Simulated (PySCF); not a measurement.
**Sc (scandium, neutral) across methods**

[Ar] 3d3, high-spin 4F determinant (an excited configuration). Computed with PySCF 2.14 in x2c-QZVPPall (11s7p5d3f2g, 96 functions), with scalar relativity by spin-free X2C-1e.

| method | E (hartree) | mean ε 3p α (eV) | mean ε 3p β (eV) | mean ε 3d α (eV) | Σ⟨r²⟩ (bohr²) | ⟨S²⟩ |
| --- | --- | --- | --- | --- | --- | --- |
| BP86 | -764.185 | -29.753 | -28.373 | -1.244 | 47.13 | 3.750 |
| PBE | -763.867 | -29.667 | -28.211 | -1.123 | 47.28 | 3.750 |
| LC-wPBE | -763.905 | -34.179 | -32.384 | -3.644 | 42.19 | 3.751 |
| PBE0 | -763.885 | -32.225 | -30.310 | -1.761 | 45.32 | 3.751 |
| UHF | -763.12428 | -39.552 | -36.176 | -3.629 | 43.25 | 3.753 |
| PBEsol | -762.948 | -29.599 | -28.155 | -1.091 | 47.07 | 3.750 |
| r2SCAN | -764.040 | -30.457 | -28.675 | -1.067 | 46.16 | 3.751 |
| LDA | -762.109 | -29.662 | -28.259 | -1.158 | 46.93 | 3.750 |
| wB97M-V | -764.004 | -34.480 | -32.705 | -3.579 | 44.57 | 3.751 |
